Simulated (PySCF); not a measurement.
C2H6O3Si, SMILES CC(=O)O[SiH2]O.

Geometry optimised at B3LYP-D3(BJ)/def2-SVP. One conformer was computed; it need not be the lowest.

The numbers are results of TDA-PBE/def2-SVPD (PySCF), not measurements.

Vertical excitations. 

Task: Give excitation energies, oscillator strengths and character. (The exact figures need the calculation; the answer reports its results.)

Result: 
| state | energy (eV) | λ (nm) | f | main pairs |
|---|---|---|---|---|
| S1 | 5.49 | 226 | 0.001 | HOMO→LUMO 100 % |
| S2 | 5.81 | 213 | 0.001 | HOMO→LUMO+1 100 % |
| S3 | 6.41 | 194 | 0.021 | HOMO→LUMO+2 91 % |
| S4 | 6.55 | 189 | 0.029 | HOMO−1→LUMO 63 %, HOMO−2→LUMO 29 % |
| S5 | 6.92 | 179 | 0.002 | HOMO−1→LUMO+1 97 % |
| S6 | 6.99 | 177 | 0.008 | HOMO→LUMO+3 85 % |
| S7 | 7.10 | 175 | 0.024 | HOMO−3→LUMO 48 %, HOMO−2→LUMO 26 %, HOMO→LUMO+3 12 %, HOMO−1→LUMO 8 % |
| S8 | 7.20 | 172 | 0.010 | HOMO→LUMO+4 99 % |
| S9 | 7.32 | 169 | 0.014 | HOMO−2→LUMO+1 96 % |
| S10 | 7.51 | 165 | 0.005 | HOMO−1→LUMO+2 95 % |
| T1 | 4.97 | 249 | 0 | HOMO→LUMO 100 % |
| T2 | 5.77 | 215 | 0 | HOMO→LUMO+1 100 % |
| T3 | 5.96 | 208 | 0 | HOMO−1→LUMO 64 %, HOMO−2→LUMO 26 % |
| T4 | 6.29 | 197 | 0 | HOMO→LUMO+2 99 % |
Triplets are in the Tamm–Dancoff approximation.
